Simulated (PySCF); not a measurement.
sulfur tetrafluoride (F₄S), SMILES FS(F)(F)F.

Geometry optimised at PBE0-D3(BJ)/def2-SVP.

Two levels are set side by side: TDA-PBE/def2-SVPD (PySCF) and TDA-ωB97X/def2-SVPD (PySCF). Vertical, same geometry. The lowest singlet is HOMO→LUMO 92 % with PBE and HOMO→LUMO 97 % with the other functional; states are paired by order. Differences are taken from unrounded values.

```json
[
 {"quantity": "lowest singlet excitation (eV)", "TDA-ωB97X": "6.73"},
 {"quantity": "lowest triplet excitation (TDA) (eV)", "TDA-ωB97X": "4.82"}
]
```

Task: What does TDA-PBE give, and how far is it from TDA-ωB97X? (The exact figures need the calculation; the answer reports its results.)

Result: 
| quantity | TDA-PBE | TDA-PBE minus TDA-ωB97X |
|---|---|---|
| lowest singlet excitation (eV) | 6.02 | -0.72 |
| lowest triplet excitation (TDA) (eV) | 4.50 | -0.33 |

Functionals without exact exchange tend to place singlet excitations lower, as here. Differences between two approximate levels are no errors against the true value.

Rough cost on one machine, each run with all the roots and properties that it gave: TDA-ωB97X against TDA-PBE about 4 times.
